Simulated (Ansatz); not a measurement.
Reaction (redistribution): `FCO[SiH2][SeH]` + `C[CH2][SnH3]` → `CC[SiH2][SeH]` + `FC[O][SnH3]`

Program: Ansatz. Geometries: PBE0-D4/def2-TZVP. ΔE: electronic, gas phase. CCSD(T)/CBS adds triple-zeta CCSD(T) − MP2 to the extrapolated MP2 energy (def2 sets, frozen cores). DFT in def2-TZVPP. B3LYP here is the variant with VWN-RPA as its local correlation; programs differ in this. def2 core potentials past Kr. For Se, Sn outer-core shells are correlated without core-valence functions, which leaves a few kJ/mol of doubt a bond. Scalar relativity is left out up to krypton. Each species was taken in one conformer, which may not be the lowest.

`FCO[SiH2][SeH]`:

```xyz
10

F     2.145    0.392   -0.570
C     0.907    0.594   -1.135
O     0.077   -0.466   -0.860
Si   -0.399   -0.948    0.648
Se   -1.157    0.777    1.919
H     1.040    0.655   -2.218
H     0.515    1.530   -0.720
H    -1.466   -1.936    0.387
H     0.721   -1.520    1.427
H    -2.384    0.920    1.123
```

`C[CH2][SnH3]`:

Cartesian coordinates in Å:
```
C -0.983 1.062 0.431
C 0.353 0.696 -0.198
Sn 0.696 -1.426 -0.278
H -1.822 0.637 -0.125
H -1.058 0.701 1.460
H -1.127 2.147 0.457
H 0.423 1.073 -1.221
H 1.184 1.137 0.358
H -0.540 -2.175 -1.194
H 0.666 -2.074 1.306
H 2.209 -1.778 -0.994
```

`CC[SiH2][SeH]`:

Z-matrix (Å, degrees):
```
C
C 1 1.524
H 1 1.093 2 111.3
H 1 1.093 2 111.4 3 -120.1
H 1 1.092 2 111.1 3 119.6
Si 2 1.872 1 114.2 3 -60.3
H 2 1.097 1 110.8 3 60.5
H 2 1.096 1 110.7 3 177.8
Se 6 2.286 2 112.7 1 -59.0
H 6 1.487 2 111.0 1 56.4
H 6 1.487 2 110.3 1 177.8
H 9 1.470 6 93.1 2 -66.0
```

`FC[O][SnH3]`:

Cartesian coordinates in Å:
```
F 1.338 -0.368 1.241
C -0.052 -0.424 1.384
O -0.655 0.451 0.544
Sn -0.085 0.481 -1.363
H -0.319 -1.473 1.188
H -0.273 -0.152 2.421
H 0.139 -1.145 -1.823
H -1.423 1.216 -2.110
H 1.330 1.414 -1.482
```

| level | ΔE (eV) |
| --- | --- |
| PBE | 0.42 |
| r2SCAN | 0.45 |
| B3LYP | 0.48 |
| HF/def2-TZVPP | 0.53 |
| CCSD/def2-TZVPP | 0.53 |
| MP2/def2-QZVPP | 0.53 |
| SCS-MP2/def2-QZVPP | 0.51 |
| HF/CBS(def2) | 0.52 |

Problem. What does CCSD(T)/CBS give? (Best estimate.)

Solution. Ansatz gave: +0.49 eV. The listed levels differ from it by -0.07, -0.04, -0.01, 0.04, 0.04, 0.04, 0.02, 0.03 eV.

Largest T1 diagnostic among the species: 0.013.

From PBE to PBE0 (25 % exact exchange), in def2-TZVPP and without D4, ΔE moves by +0.04 eV.
